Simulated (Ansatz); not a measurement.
`C[CH2][Mg][F]` + HCl → `C[CH2][Mg][Cl]` + H–F at 600 K and 1 bar (ligand exchange at a Mg–F bond).

Program: Ansatz. Geometries: PBE0-D4/def2-TZVP. ΔE: electronic, gas phase. CCSD(T)/CBS adds triple-zeta CCSD(T) − MP2 to the extrapolated MP2 energy (def2 sets, frozen cores). This one scheme is used for every species. For Mg outer-core shells are correlated without core-valence functions, which leaves a few kJ/mol of doubt a bond. Each species was taken in one conformer, which may not be the lowest.

```json
{"species": "`C[CH2][Mg][F]`", "CCSD(T)/CBS energy (Eh)": "-378.86278", "H − E (kJ/mol)": "223.6", "S (J/(mol·K))": "396.5"}
{"species": "HCl", "CCSD(T)/CBS energy (Eh)": "-460.38127", "H − E (kJ/mol)": "35.4", "S (J/(mol·K))": "207.2"}
{"species": "`C[CH2][Mg][Cl]`", "CCSD(T)/CBS energy (Eh)": "-738.85772", "H − E (kJ/mol)": "222.9", "S (J/(mol·K))": "410.2"}
{"species": "H–F", "CCSD(T)/CBS energy (Eh)": "-100.39570", "H − E (kJ/mol)": "42.3", "S (J/(mol·K))": "194.0"}
```

H − E and S are ideal-gas, rigid-rotor, harmonic terms from PBE0-D4/def2-TZVP, for one conformer and one mirror image of each species. 1 Eh = 2625.50 kJ/mol, R = 8.31446 J/(mol·K).

Task: By hand: ΔE, ΔH, ΔS and ΔG.

Result: ΔE = (-738.85772) + (-100.39570) − (-378.86278) − (-460.38127) = -0.00937 Eh = -24.6 kJ/mol. Δ(H − E) = 222.9 + 42.3 − 223.6 − 35.4 = 6.2, so ΔH = -18.4 kJ/mol. ΔS = 410.2 + 194.0 − 396.5 − 207.2 = 0.5 J/(mol·K). ΔG = -18.4 − 600 × (0.5)/1000 = -18.7 kJ/mol.

Task: By hand: the equilibrium constant, and the temperature at which ΔG would vanish if ΔH and ΔS stayed fixed.

Result: log₁₀ K = −ΔG/(RT ln 10) = 1.6. ΔH and −TΔS have one sign here, so there is no such temperature.

The number of gas molecules stays the same, so ΔS is small and ΔH decides. A doubt of 5 kJ/mol in ΔE shifts log₁₀ K by 0.4 here. Other conformers and mirror images would add mixing entropy, several J/(mol·K) or more a flexible species. These are equilibria of isolated gas molecules and say nothing of rates. Largest T1 diagnostic: 0.010 (customary marks: 0.02 for closed shells, 0.045 for open ones).

ΔS is within the doubt of such terms, so its sign, and with it that verdict, could turn.
